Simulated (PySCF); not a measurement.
C₁₂H₈, SMILES c12C=CC=c2cc2c(=CC=C2)c1. Heavy atoms are numbered as in [CH:1]1=[CH:9][c:8]2[c:3]([cH:4][c:5]3[c:6]([cH:7]2)=[CH:10][CH:11]=[CH:12]3)=[CH:2]1. Hydrogens are named by the atom that carries them.

Geometry: PBE-D3(BJ)/def2-SVP.

Computed with PBE0/pcSseg-1 (PySCF).

GIAO shieldings, no solvent; atoms alike by connectivity are averaged. δ = σ(ref) − σ: ¹³C against TMS (σ = 186.3 ppm); ¹H against TMS (σ = 31.56 ppm), references at their B3LYP-D3(BJ)/def2-TZVP geometries, non-relativistic.

```
nucleus    atoms  count  δ (ppm)
-------  -------  -----  -------
¹³C      C2 (CH)      4    162.3
¹³C      C4 (CH)      2    150.7
¹³C           C3      4    144.7
¹³C      C1 (CH)      2    139.2
¹H       H on C2      4     5.61
¹H       H on C4      2     5.37
¹H       H on C1      2     4.88
```
